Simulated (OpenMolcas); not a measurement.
# V4+, Nb4+, Ta4+: d down the group

```json
{"Program": "OpenMolcas 26.06", "Method": "CASSCF", "Basis": "ANO-RCC-VTZP", "Scalar Hamiltonian": "DKH2, point nucleus", "Spin-orbit coupling": "RASSI with atomic mean-field integrals over the reference wave functions, term energies averaged over their components"}
```

Active space for each ion: 1 electron in 5 orbitals (d).

Computed levels in cm-1 above 2D 3/2:

```json
{"Level": "2D 5/2", "V4+": "612", "Nb4+": "1848", "Ta4+": "6757"}
{"Level": "weight of 2D in the lowest level (%)", "V4+": "100", "Nb4+": "100", "Ta4+": "100"}
```

Measured, with the error of the calculation in %. Measured levels: V4+ from Sugar and Corliss, J. Phys. Chem. Ref. Data 7, 1191 (1978); Nb4+ from Moore, Atomic Energy Levels, vol. II, NSRDS-NBS 35 (1971 reprint of NBS Circular 467, 1952).

| Level | V4+ | Nb4+ |
| --- | --- | --- |
| 2D 5/2 | 625 (-2.1) | 1870 (-1.2) |

The fine-structure level 2D 5/2 changes by a factor of 11 from V4+ to Ta4+.

With one active electron the reference holds no correlation, so core polarisation is missing. Measured partners are found by configuration, term and J. A level has none where our copy of the source lacks it or the pairing is in doubt (some pairs that miss far off the trend of their configuration count as doubtful), and it then counts in no deviation. Levels of configurations outside the active space are missing.
